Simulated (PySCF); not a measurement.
Simulation results for AlBH5OSi, BH7Si2, CH8B2Si, B2H7NSi

All values are calculated (PySCF 2.14.0). Calculation on a computer-drawn molecule: the log of a Hartree-Fock and frozen-core CCSD(T) single point meant for a local Hartree-Fock minimum, with one planted fault or none, to be diagnosed. Offsets are logged minus clean, where the clean run is the same molecule without the fault. The reference is restricted for singlets and unrestricted otherwise, and also for a bond in bohr or an excited solution. Adding or removing an electron swaps singlet and doublet. The excited solution moves the top pair (singlet) or top alpha electron (doublet) to the lowest empty orbital. Highest occupied and lowest empty are orbital energies over both spins, largest force is the largest gradient component, triples share is (T) over the correlation energy, the T1 limit is 0.02 restricted and 0.045 unrestricted, electrons count all cores, a negative frequency is imaginary (commonest isotopes), and the dipole is about the centre of nuclear charge.

Common to all runs: meant charge 0; meant basis cc-pV(D+d)Z; logged SCF converged yes; logged CC converged yes; logged SCF stable within its kind yes; possible faults no fault, one electron removed, one electron added, multiplicity raised by two, geometry at a saddle point, SCF held on an excited solution, minimal basis STO-3G, one bond length entered in bohr, all coordinates scaled.

```yaml
- entry: 1
  formula: AlBH5OSi
  logged_structure:
    atoms_angstrom:
      - [B, -0.046, -0.6319, 1.9648]
      - [Si, 0.28, 0.7872, 0.5462]
      - [O, -1.0535, 1.1537, -0.336]
      - [Al, -2.361, 1.5238, -1.3368]
      - [H, -1.0914, -1.2089, 2.0953]
      - [H, 0.8434, -0.9329, 2.7156]
      - [H, 0.7849, 2.0216, 1.2027]
      - [H, 1.3558, 0.2979, -0.3577]
      - [H, -3.6138, 2.2478, -0.6652]
  given:
    meant_multiplicity: 2
    logged_electrons: 45
    logged_basis_functions: 33
    logged_spin_squared: 0.7607
    "logged_highest_occupied [eV]": -4.2124
    "logged_lowest_empty [eV]": 6.6729
    "logged_largest_force [hartree/bohr]": 0.028756
    logged_T1_diagnostic: 0.019131
    logged_D1_diagnostic: 0.071934
    logged_triples_share: 0.033944
    "logged_dipole_magnitude [debye]": 1.817
    "logged_energy_HF [hartree]": -625.69408
    "logged_energy_CCSD(T) [hartree]": -625.8689
    drawn_bonds_atom: [1, 2, 3, 1, 1, 2, 2, 4]
    drawn_bonds_other_atom: [2, 3, 4, 5, 6, 7, 8, 9]
    drawn_bonds_order: [1, 1, 1, 1, 1, 1, 1, 1]
  results:
    planted_fault: "minimal basis STO-3G"
    "HF_energy_offset_from_clean_run [kcal/mol]": 4804
    "CCSD(T)_energy_offset_from_clean_run [kcal/mol]": 4986
- entry: 2
  formula: BH7Si2
  logged_structure:
    atoms_angstrom:
      - [B, 0.4174, -1.7911, 0.8118]
      - [Si, 0.6096, -0.5099, -0.7571]
      - [Si, 2.4843, 0.8991, -0.3707]
      - [H, 0.9775, -2.8521, 0.8202]
      - [H, -0.2174, -1.488, 1.7838]
      - [H, 0.8335, -1.2259, -2.0402]
      - [H, -0.5874, 0.3569, -0.9166]
      - [H, 2.3084, 1.6612, 0.8901]
      - [H, 2.6426, 1.8603, -1.4885]
      - [H, 3.724, 0.0917, -0.259]
  given:
    meant_multiplicity: 1
    logged_electrons: 40
    logged_basis_functions: 95
    logged_spin_squared: 0.0
    "logged_highest_occupied [eV]": -10.486
    "logged_lowest_empty [eV]": 1.1489
    "logged_largest_force [hartree/bohr]": 3.1986e-05
    "logged_lowest_frequency [cm^-1]": 93.532
    logged_T1_diagnostic: 0.013572
    logged_D1_diagnostic: 0.038408
    logged_triples_share: 0.024776
    "logged_dipole_magnitude [debye]": 0.43045
    "logged_energy_HF [hartree]": -606.59027
    "logged_energy_CCSD(T) [hartree]": -606.95485
    drawn_bonds_atom: [1, 2, 1, 1, 2, 2, 3, 3, 3]
    drawn_bonds_other_atom: [2, 3, 4, 5, 6, 7, 8, 9, 10]
    drawn_bonds_order: [1, 1, 1, 1, 1, 1, 1, 1, 1]
  results:
    planted_fault: "no fault"
    "HF_energy_offset_from_clean_run [kcal/mol]": 0.0
    "CCSD(T)_energy_offset_from_clean_run [kcal/mol]": 0.0
- entry: 3
  formula: CH8B2Si
  logged_structure:
    atoms_angstrom:
      - [B, -1.6935, -0.2249, -2.1159]
      - [Si, -0.6984, -0.4797, -0.3487]
      - [B, 0.9561, 0.7184, -0.4177]
      - [C, -1.7852, -0.1609, 1.1686]
      - [H, -1.2088, -0.6102, -3.1456]
      - [H, -2.7596, 0.3258, -2.1872]
      - [H, -0.2214, -1.895, -0.3085]
      - [H, 1.8495, 0.4749, -1.1833]
      - [H, 1.0785, 1.6963, 0.2704]
      - [H, -1.2283, -0.3183, 2.0964]
      - [H, -2.1526, 0.8694, 1.1691]
      - [H, -2.6531, -0.8259, 1.182]
  given:
    meant_multiplicity: 1
    logged_electrons: 39
    logged_basis_functions: 105
    logged_spin_squared: 0.811
    "logged_highest_occupied [eV]": -0.58799
    "logged_lowest_empty [eV]": 6.2293
    "logged_largest_force [hartree/bohr]": 0.021657
    logged_T1_diagnostic: 0.017027
    logged_D1_diagnostic: 0.065401
    logged_triples_share: 0.030447
    "logged_dipole_magnitude [debye]": 4.1223
    "logged_energy_HF [hartree]": -380.76412
    "logged_energy_CCSD(T) [hartree]": -381.28723
    drawn_bonds_atom: [1, 2, 2, 1, 1, 2, 3, 3, 4, 4, 4]
    drawn_bonds_other_atom: [2, 3, 4, 5, 6, 7, 8, 9, 10, 11, 12]
    drawn_bonds_order: [1, 1, 1, 1, 1, 1, 1, 1, 1, 1, 1]
  results:
    planted_fault: "one electron added"
    "HF_energy_offset_from_clean_run [kcal/mol]": 4.822
    "CCSD(T)_energy_offset_from_clean_run [kcal/mol]": -13.47
- entry: 4
  formula: CH8B2Si
  logged_structure:
    atoms_angstrom:
      - [B, -1.6935, -0.2249, -2.1159]
      - [Si, -0.6984, -0.4797, -0.3487]
      - [B, 0.9561, 0.7184, -0.4177]
      - [C, -1.7852, -0.1609, 1.1686]
      - [H, -1.2088, -0.6102, -3.1456]
      - [H, -2.7596, 0.3258, -2.1872]
      - [H, -0.2214, -1.895, -0.3085]
      - [H, 1.8495, 0.4749, -1.1833]
      - [H, 1.0785, 1.6963, 0.2704]
      - [H, -1.2283, -0.3183, 2.0964]
      - [H, -2.1526, 0.8694, 1.1691]
      - [H, -2.6531, -0.8259, 1.182]
  given:
    meant_multiplicity: 1
    logged_electrons: 38
    logged_basis_functions: 105
    logged_spin_squared: 2.0492
    "logged_highest_occupied [eV]": -7.3761
    "logged_lowest_empty [eV]": -1.2327
    "logged_largest_force [hartree/bohr]": 0.051442
    logged_T1_diagnostic: 0.035649
    logged_D1_diagnostic: 0.18099
    logged_triples_share: 0.030419
    "logged_dipole_magnitude [debye]": 2.7672
    "logged_energy_HF [hartree]": -380.66346
    "logged_energy_CCSD(T) [hartree]": -381.15305
    drawn_bonds_atom: [1, 2, 2, 1, 1, 2, 3, 3, 4, 4, 4]
    drawn_bonds_other_atom: [2, 3, 4, 5, 6, 7, 8, 9, 10, 11, 12]
    drawn_bonds_order: [1, 1, 1, 1, 1, 1, 1, 1, 1, 1, 1]
  results:
    planted_fault: "multiplicity raised by two"
    "HF_energy_offset_from_clean_run [kcal/mol]": 67.99
    "CCSD(T)_energy_offset_from_clean_run [kcal/mol]": 70.73
- entry: 5
  formula: B2H7NSi
  logged_structure:
    atoms_angstrom:
      - [B, 0.8253, 1.4645, 1.8695]
      - [Si, 0.5554, -0.0872, 0.5818]
      - [B, -1.1756, -1.1132, 0.8812]
      - ["N", 1.9177, -1.1647, 0.6357]
      - [H, 1.8896, 1.7157, 2.3688]
      - [H, -0.0877, 2.1998, 2.1338]
      - [H, 0.3488, 0.5844, -0.7491]
      - [H, -1.2367, -2.3128, 0.8307]
      - [H, -2.2025, -0.523, 1.084]
      - [H, 2.8409, -0.7748, 0.5776]
      - [H, 1.8803, -2.0133, 0.1009]
  given:
    meant_multiplicity: 1
    logged_electrons: 39
    logged_basis_functions: 100
    logged_spin_squared: 0.7668
    "logged_highest_occupied [eV]": -0.40793
    "logged_lowest_empty [eV]": 5.9746
    "logged_largest_force [hartree/bohr]": 0.038746
    logged_T1_diagnostic: 0.062602
    logged_D1_diagnostic: 0.41541
    logged_triples_share: 0.02917
    "logged_dipole_magnitude [debye]": 6.6834
    "logged_energy_HF [hartree]": -396.76743
    "logged_energy_CCSD(T) [hartree]": -397.30241
    drawn_bonds_atom: [1, 2, 2, 1, 1, 2, 3, 3, 4, 4]
    drawn_bonds_other_atom: [2, 3, 4, 5, 6, 7, 8, 9, 10, 11]
    drawn_bonds_order: [1, 1, 1, 1, 1, 1, 1, 1, 1, 1]
  results:
    planted_fault: "one electron added"
    "HF_energy_offset_from_clean_run [kcal/mol]": 13.89
    "CCSD(T)_energy_offset_from_clean_run [kcal/mol]": -3.124
  notes: ["T1 above single-reference limit"]
```
